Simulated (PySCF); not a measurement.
PySCF input file for C₄H₄Cl₂, SMILES Cl/C=C\C=C/Cl, PBE0/pcSseg-1. Coordinates come from a B3LYP-D3(BJ)/def2-SVP optimisation. Other conformers were not sampled.

```python
import numpy as np
from pyscf import gto, scf, dft
from pyscf.prop.nmr import rks as nmr

mol = gto.M(
    atom='''
    Cl    0.27795557   -2.86433118   -0.00000000
    C    -0.93125753   -1.61456669   -0.00000000
    C    -0.65972402   -0.29797886   -0.00000000
    C     0.65972402    0.29797886    0.00000000
    C     0.93125753    1.61456669    0.00000000
    Cl   -0.27795557    2.86433118    0.00000000
    H    -1.95002728   -2.00477549    0.00000001
    H    -1.51827360    0.37915973   -0.00000000
    H     1.51827360   -0.37915973    0.00000000
    H     1.95002728    2.00477549   -0.00000001
    ''',
    basis='pcSseg-1',
    charge=0,
    spin=0,
    max_memory=1600,
    verbose=3,
)
mf = dft.RKS(mol, xc='pbe0')
mf.grids.level = 3
mf.conv_tol = 1e-10
mf.max_cycle = 100
mf.kernel()
n = nmr.NMR(mf)
n.verbose = 2
n.max_cycle_cphf = 60
sigma = n.kernel()
print('atom   isotropic/ppm   span/ppm')
for i, s in enumerate(sigma):
    w = np.linalg.eigvalsh((s + s.T) / 2)
    print(f'{mol.atom_symbol(i):2s}{i + 1:3d} {w.mean():14.3f} {w[2] - w[0]:11.3f}')
```

Program output:

```
converged SCF energy = -1074.64315018132
atom   isotropic/ppm   span/ppm
Cl  1        738.481     439.638
C   2         47.210     158.753
C   3         53.402     218.748
C   4         53.402     218.748
C   5         47.210     158.753
Cl  6        738.481     439.638
H   7         25.092       8.288
H   8         24.427       9.155
H   9         24.427       9.155
H  10         25.092       8.288
```

The calculation finished and met its thresholds.
